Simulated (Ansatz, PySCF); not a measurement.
System: sum formula Si2NH5F (charge 0, doublet). It need not be the lowest isomer of its formula. 
Geometry from a B3LYP-D3(BJ)/def2-TZVP (Ansatz, a program for electronic structure) optimisation:
```xyz
9

Si     1.0933    -0.7469    -0.2174
F      2.0173     0.5435     0.0296
N     -0.5728    -0.4927    -0.0474
Si    -1.8318     0.6465     0.2254
H      1.4881    -1.7544     0.7885
H      1.3318    -1.1849    -1.6081
H     -2.2183     1.1064    -1.1349
H     -1.4230     1.8153     1.0402
H     -2.9860    -0.0196     0.8690
```
Charge 0, spin multiplicity 2.

Total electronic energies in hartree. Cores are frozen in the correlated levels unless marked. UHF or UKS for open shells. Spin-orbit coupling is left out. Non-relativistic unless marked X2C. Basis-set limits of correlation are two-point, X^-3; Hartree-Fock from the larger set. The bracket is a focal-point correction in the basis named.

```csv
level,program,energy (Eh)
HF/STO-3G,Ansatz,-725.89568
RI-HF/aug-cc-pV(Q+d)Z,Ansatz,-734.85014
PBE/def2-TZVPD,Ansatz,-736.23592
PBE-D3(BJ)/def2-TZVPD,Ansatz + dftd3,-736.24232
revPBE-D3(BJ)/def2-TZVPD,Ansatz + dftd3,(withheld)
PBE0-D4/def2-TZVPD,Ansatz + dftd4,-736.30470
M06-2X/def2-TZVPD,PySCF,-736.60471
MP2/aug-cc-pV(D+d)Z,Ansatz,-735.30533
MP2/cc-pVTZ,Ansatz,-735.47949
RI-MP2/aug-cc-pV(T+d)Z,Ansatz,-735.50921
SCS-MP2/cc-pV(T+d)Z,Ansatz,-735.49672
CCSD/6-31G*,Ansatz,-735.18629
CCSD(T)/6-31G*,Ansatz,-735.19733
X2C-CCSD(T)/cc-pVTZ-DK,Ansatz,-736.86876
"RI-MP2/CBS(cc-pV(T+d)Z,cc-pV(Q+d)Z)+[CCSD(T)-MP2]/cc-pV(T+d)Z",Ansatz,-735.6785
```

Task: Complete the blanks.

Result: 
- revPBE-D3(BJ)/def2-TZVPD, energy (Eh): -736.54521
